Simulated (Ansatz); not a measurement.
# A rate constant, worked out

An elementary step of BNH₃Cl₃, singlet (BCl₃ ([Cl][B]([Cl])[Cl]) + NH₃ → BNH₂Cl₂ ([NH2][B]([Cl])[Cl]) + HCl; B–Cl, H–N broken or loosened, B–N, Cl–H formed or tightened). The start structure is the complex of the reactants, bound by 1.19 eV, and the electronic barrier above it is 1.472 eV by CCSD(T) at an estimated basis limit (MP2 extrapolated from triple and quadruple zeta, plus CCSD(T) − MP2 in triple zeta). Computed with Ansatz 0.2.0 (basis: def2-TZVPP and def2-QZVPP); correlated methods freeze the cores. Extrapolation: Hartree–Fock as exp(−7.88 √X), correlation as X^−2.97. Harmonic wavenumbers at PBE0-D4/def2-TZVP (Ansatz 0.2.0), in cm⁻¹:

Start: 202, 202, 210, 289, 289, 308, 477, 700, 700, 797, 988, 988, 1372, 1634, 1634, 3453, 3571, 3571.

Saddle: 914i, 117, 144, 265, 278, 361, 443, 494, 607, 839, 899, 1136, 1152, 1369, 1501, 1617, 3533, 3631.

**Question.** Work out the transition-state-theory rate constant at 800 K from these numbers alone (harmonic vibrations; rotation, path degeneracy and anharmonicity left out), and the Wigner tunnelling factor. Use 1 cm⁻¹ = 1.2398 × 10⁻⁴ eV and k_B = 8.617 × 10⁻⁵ eV/K.

**Answer.** Zero-point energies, half the sums: start 21385/2 cm⁻¹ = 1.3257 eV; saddle, real modes only, 18386/2 cm⁻¹ = 1.1398 eV.
Barrier with zero-point energy: 1.472 + 1.1398 − 1.3257 = 1.2861 eV.
k_BT = 0.06894 eV, so the barrier is 18.66 k_BT.
Vibrational partition functions from the zero-point level, ln q = −Σ ln(1 − exp(−hν/k_BT)): start 8.261, saddle 8.282.
k = (k_BT/h) exp(ln q‡ − ln q) exp(−E0/k_BT), with log₁₀(k_BT/h in s⁻¹) = 13.22: log₁₀ k = 13.22 + (0.021 − 18.66)/2.3026 = 5.13, so k ≈ 1 × 10^(5) s⁻¹.
Wigner factor: 1 + (hν‡/k_BT)²/24 = 1 + (1.64)²/24 = 1.11. A change of 1 kcal/mol (0.043 eV) in the barrier would change k by a factor of 1.9 at this temperature.

No T1 diagnostic of these runs exceeds 0.012.

The step is the kind of exchange with an N–H group that builds nitride films in atomic layer and chemical vapour deposition.

Labels in which every atom is bracketed show which atoms are joined, not bond orders.

For scale, one of the runs: CCSD(T)/def2-TZVPP, 230 basis functions, launched by `ansatz run in.yaml --threads 4 --pin off --events-out ev --progress --plain --max-ram 9574MiB`. Time: 110 s of wall clock on 4 CPU threads of an Arm Neoverse V1; the host was shared. Peak host memory: 3.7 GiB.
